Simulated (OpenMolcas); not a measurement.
Ar2+: terms and fine structure

```json
{
  "Program": "OpenMolcas",
  "Method": "SS-RASPT2, IPEA 0.25 Eh, imaginary shift 0.1 Eh (closed shells correlated: 2s 2p)",
  "Basis": "ANO-RCC-VQZP [6s5p3d2f1g]",
  "Scalar Hamiltonian": "DKH2, point nucleus",
  "Active space": "6 electrons in 9 orbitals (RAS2 3s 3p; RAS3 3d, at most 2 electrons)",
  "State averaging": "2S+1 = 3 even, 3 roots; 2S+1 = 1 even, 7 roots; 2S+1 = 3 odd, 3 roots; 2S+1 = 1 odd, 3 roots",
  "Spin-orbit coupling": "state interaction with AMFI integrals over the reference wave functions, term energies averaged over their components"
}
```

With spin-orbit coupling, above the lowest level:

```tsv
Configuration	Term	J	E (eV)	Measured (eV)	Term weight %
3s2 3p4	3P	2	0.0000	0.0000	100
3s2 3p4	3P	1	0.1248	0.1379	100
3s2 3p4	3P	0	0.1779	0.1947	100
3s2 3p4	1D	2	1.759	1.7370	100
3s2 3p4	1S	0	4.141	4.1244	100
3s 3p5	3P*	2	14.409	14.1095	100
3s 3p5	3P*	1	14.522	14.2331	100
3s 3p5	3P*	0	14.580	14.2988	100
```

Against the 7 measured excited levels shown (Saloman, J. Phys. Chem. Ref. Data 39, 033101 (2010)) the mean absolute deviation is 1100 cm-1; the largest miss in energy is 3s 3p5 3P* 2: computed 14.409, measured 14.1095 eV (+2.1 %), and the largest in proportion 3s2 3p4 3P1 (-9.5 %).

Spin-orbit coupling puts the lowest level 0.0645 eV below the lowest spin-free term.

For 3P the intervals divided by the larger J are -428.7, -503.2 cm-1. Landé's interval rule makes them equal in pure LS coupling; they differ by 16 % of their mean. The multiplet is inverted.

CASPT2 breaks the degeneracy within a term, and the mean is taken; among the terms shown or strongly mixed into the levels shown the widest spread is 23 cm-1 (3s2 3p4 1D). Active for correlation alone: 3d; no level in the range computed is led by a configuration that fills it, so any true level of that kind is missing. Some terms mix strongly with configurations of 3d, whose occupation reaches 0.25 (3s 3p5 3P*). Computed and measured levels are paired by configuration, term and J; levels that our copy of the source lacks, or whose pairing is in doubt (as where it misses far off the trend of its configuration), stay unpaired and out of the deviations. Levels of configurations outside the active space are missing. The first state left out of the spin-orbit step lies near 180000 cm-1 above the lowest spin-free state of the reference (among the parities and spins computed), and the list stops at four fifths of that energy or lower.

The term weight is that of the spin-free term in the level, not the purity of its configuration. * marks odd parity.
